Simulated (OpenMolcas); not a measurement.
Computed levels of neutral phosphorus

* Program: OpenMolcas 26.06
* Method: SS-CASPT2, IPEA 0.25 Eh, imaginary shift 0.1 Eh (closed shells correlated: 2s 2p)
* Basis: ANO-RCC-VTZP [5s4p2d1f]
* Scalar Hamiltonian: DKH2, point nucleus
* Active space: 5 electrons in 8 orbitals (3s 3p 4s 4p)
* State averaging: 2S+1 = 4 odd, 1 root; 2S+1 = 2 odd, 8 roots; 2S+1 = 4 even, 3 roots
* Spin-orbit coupling: RASSI with atomic mean-field integrals over the reference wave functions, term energies averaged over their components

With spin-orbit coupling, above the lowest level:

```
Configuration  Term    J  E (cm⁻¹)  Measured (cm⁻¹)      g  Term weight %
      3s² 3p³   ⁴S°  3/2       0.0              0.0  2.002            100
      3s² 3p³   ²D°  3/2     12420            11361  0.800            100
      3s² 3p³   ²D°  5/2     12440            11377  1.200            100
      3s² 3p³   ²P°  1/2     19520            18723  0.666            100
      3s² 3p³   ²P°  3/2     19530            18748  1.334            100
       3s 3p⁴    ⁴P  5/2     63040            59535  1.601            100
       3s 3p⁴    ⁴P  3/2     63190            59716  1.735            100
       3s 3p⁴    ⁴P  1/2     63280            59820  2.671            100
```

Against the 7 measured excited levels shown (NIST Handbook of Basic Atomic Spectroscopic Data) the mean absolute deviation is 2000 cm-1; the largest miss in energy is 3s 3p⁴ ⁴P_5/2: computed 63040, measured 59535 cm⁻¹ (+5.9 %), and the largest in proportion 3s² 3p³ ²D°_3/2 (+9.3 %).

Spin-orbit coupling puts the lowest level 2.3 cm⁻¹ below the lowest spin-free term.

Term energies are means over components that CASPT2 splits; among the terms shown or strongly mixed into the levels shown the widest spread is 18 cm-1 (3s² 3p³ ²D°). Active for correlation alone: 4p 4s; no level in the range computed is led by a configuration that fills them, so any true level of that kind is missing. Terms of s pⁿ other than that of highest spin mix with s² pⁿ⁻² d, which this space lacks; all of them can be thousands of cm-1 off, and some have no real level of that name. Computed and measured levels are paired by configuration, term and J; levels that our copy of the source lacks, or whose pairing is in doubt (as where it misses far off the trend of its configuration), stay unpaired and out of the deviations. Levels of configurations outside the active space are missing. The first state left out of the spin-orbit step lies near 94000 cm-1 above the lowest spin-free state of the reference (among the parities and spins computed), and the list stops at four fifths of that energy or lower.

The CASPT2 steps took 6.1 s on 1 thread of Arm Neoverse V1, on a shared host; the integral step is not counted.

The term weight is that of the spin-free term in the level, not the purity of its configuration. ° marks odd parity.
